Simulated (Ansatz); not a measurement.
Process, species as SMILES: O[Si](Br)(Br)Br [tribromo(hydroxy)silane] + H+ -> [OH2+][Si](Br)(Br)Br
Structures are relaxed separately at B3LYP-D3(BJ)/def2-TZVP in Ansatz (a program for electronic structure), one conformer each, not searched for the lowest.
Geometry of the first species:
SMILES: O[Si](Br)(Br)Br
```xyz
6

Si    -0.3854     0.0297    -0.2892
Br    -0.6666    -1.5689     1.2211
Br    -0.0672     1.9442     0.7825
Br     1.3425    -0.4252    -1.5709
O     -1.6718     0.1260    -1.2757
H     -2.5319     0.3209    -0.8897
```

Property: proton affinity (electronic energy difference), positive where the reaction releases energy, in kcal/mol. Valence correlation only, unless marked. Spin-orbit coupling is left out. The frozen core is the preceding noble-gas configuration, with the filled d and f shells of earlier blocks. Non-relativistic. CBS marks a two-point X^-3 extrapolation of the correlation energy; Hartree-Fock from the larger set. The bracket is a focal-point correction in the basis named.

| level | program | proton affinity (kcal/mol) |
|---|---|---|
| HF/STO-3G | Ansatz | 242.2 |
| HF/6-31G* | Ansatz | 172.5 |

Task: Predict the RI-MP2/CBS(def2-TZVPP,def2-QZVPP)+[CCSD(T)-MP2]/def2-TZVPP result (Ansatz).

Result: 177.3 kcal/mol
